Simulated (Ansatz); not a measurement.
Cost and result for the atomization energy of C₃H₆AlF, SMILES `F[CH2][Al]1[CH2][CH2]1` (11 atoms, 11 bonds).

Z-matrix (Å, degrees):
```
C
Al 1 1.933
F 1 1.489 2 74.2
H 1 1.088 2 123.3 3 -99.3
H 1 1.088 2 123.3 3 99.3
C 2 1.898 1 154.9 3 82.8
C 2 1.898 1 154.9 3 -82.8
H 6 1.089 2 122.4 1 -68.1
H 6 1.089 2 122.6 1 84.1
H 7 1.089 2 122.7 1 -84.1
H 7 1.089 2 122.2 1 68.1
```

Charge 0, multiplicity 1. The geometry is a stationary point of PBE0-D4/def2-TZVP. It is one conformer, not always the lowest. Program: Ansatz. All runs use 4 threads of an Intel Xeon Platinum 8488C on a shared host. Times are those of one run each, without the atoms' runs, and a repeat can differ threefold. Electronic energies, without spin–orbit coupling; frozen cores. CCSD(T)/CBS adds CCSD(T) − MP2 in def2-TZVPP to the MP2 limit, and its time is that of the two runs behind it. T1 = 0.012. B3LYP takes the VWN-RPA correlation (the form of Gaussian; ORCA's B3LYP/G).

CCSD(T)/CBS is a level of theory with its own doubt, some kJ/mol a heavy atom from the limit and from the frozen cores, so smaller differences don't rank the functionals.

```
                             level  functions  wall time
              revPBE-D4/def2-TZVPP        250      1.4 s
   PBE-D4/def2-TZVPP (with forces)        250      1.7 s
                PBE0-D4/def2-TZVPP        250      1.9 s
               BHLYP-D4/def2-TZVPP        250        2 s
           CAM-B3LYP-D4/def2-TZVPP        250      2.2 s
r2SCAN-D4/def2-TZVPP (with forces)        250      2.6 s
 B3LYP-D4/def2-TZVPP (with forces)        250        3 s
                  CCSD(T)/def2-SVP        104        4 s
                ωB97X-V/def2-TZVPP        250      5.5 s
  ωB97M-V/def2-TZVPP (with forces)        250      7.5 s
                    MP2/def2-QZVPP        478       18 s
                CCSD(T)/def2-TZVPP        250       75 s
                 CCSD(T)/CBS(def2)          –       92 s
```

What atomization energy does each give, and how far from CCSD(T)/CBS? (Best estimate.)

Ansatz gave: 
| level | atomization (kcal/mol) | difference from CCSD(T)/CBS | per bond |
| --- | --- | --- | --- |
| revPBE-D4/def2-TZVPP | 945.9 | -2.1 | -0.2 |
| PBE-D4/def2-TZVPP (with forces) | 971.2 | 23.2 | 2.1 |
| PBE0-D4/def2-TZVPP | 952.9 | 4.9 | 0.4 |
| BHLYP-D4/def2-TZVPP | 917.2 | -30.8 | -2.8 |
| CAM-B3LYP-D4/def2-TZVPP | 951.7 | 3.7 | 0.3 |
| r2SCAN-D4/def2-TZVPP (with forces) | 954.6 | 6.6 | 0.6 |
| B3LYP-D4/def2-TZVPP (with forces) | 946.2 | -1.8 | -0.2 |
| CCSD(T)/def2-SVP | 901.3 | -46.7 | -4.2 |
| ωB97X-V/def2-TZVPP | 951.1 | 3.1 | 0.3 |
| ωB97M-V/def2-TZVPP (with forces) | 952.3 | 4.3 | 0.4 |
| MP2/def2-QZVPP | 955.5 | 7.5 | 0.7 |
| CCSD(T)/def2-TZVPP | 924.1 | -23.9 | -2.2 |
| CCSD(T)/CBS(def2) | 948.0 | 0.0 | 0.0 |

At CCSD(T), def2-SVP lies −46.6 kcal/mol from the extrapolated value and def2-TZVPP −23.8 kcal/mol: correlation converges slowly with the basis, and small sets miss more of it in the bonded molecule than in its fragments. The D4 term adds +6.8 kcal/mol with B3LYP and +3.6 kcal/mol with PBE0; it sums over pairs of atoms, weighted by their polarisabilities, and B3LYP, whose exchange is more repulsive, gets the larger term. From r2SCAN to r2SCAN0 (25 % exact exchange), in def2-TZVPP and without D4, the atomization energy moves by −16.1 kcal/mol: exact exchange takes away binding that semilocal exchange gives to molecules.
